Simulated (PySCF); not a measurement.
CH₉BGeSi, SMILES [GeH3][CH2][SiH2]B, singlet at its GFN2-xTB optimised geometry (Å):

```
13

B      1.5122    -0.8272     0.0000
Si    -0.4424    -0.8272     0.0000
C     -1.0451     0.9968     0.0000
Ge    -0.2644     2.0450    -1.4568
H      2.1226    -0.4858     0.9386
H      2.1314    -1.1407    -0.9420
H     -1.1147    -1.4643    -1.1514
H     -1.0954    -1.4411     1.1769
H     -2.1314     1.0254    -0.0732
H     -0.7802     1.4643     0.9484
H     -0.7301     3.4738    -1.4590
H     -0.5883     1.4836    -2.8054
H      1.2327     2.0837    -1.3574
```

Method: PBE/def2-TZVP run with PySCF. Cells within 0.4 Å of a nucleus heavier than hydrogen are left out (blank, or x).

Map of the Laplacian of the electron density (e/bohr⁵), clipped to [-1.50, 1.50] on the plane z = 0.0 Å:

```
|555555555555555555555555555|
|555555555555555555555555555|
|555555555555555555555555555|
|555555555555555555555555555|
|555555555555555555555555555|
|555555555555555555555555555|
|555555555555555555555555555|
|555555555555555555555555555|
|555555555555555555555555555|
|5555555444x4555555555555555|
|555555402xxx555555555555555|
|5555555444x3555555555555555|
|555555555544455555555555555|
|555555555544555555555555555|
|555555555559984447655555555|
|55555555559xx9445xx45555555|
|55555555559xx9444xx45555555|
|555555555559964445555555555|
|555555555555555555555555555|
|555555555555555555555555555|
|555555555555555555555555555|
|555555555555555555555555555|
|555555555555555555555555555|
|555555555555555555555555555|
|555555555555555555555555555|
|555555555555555555555555555|
|555555555555555555555555555|
```
Scale: ten equal steps from -1.50 (start of '0') to 1.50 (end of '9'), in the order '0123456789'; x runs from -4.50 to 4.50, y from -4.50 (bottom) to 4.50 (top).
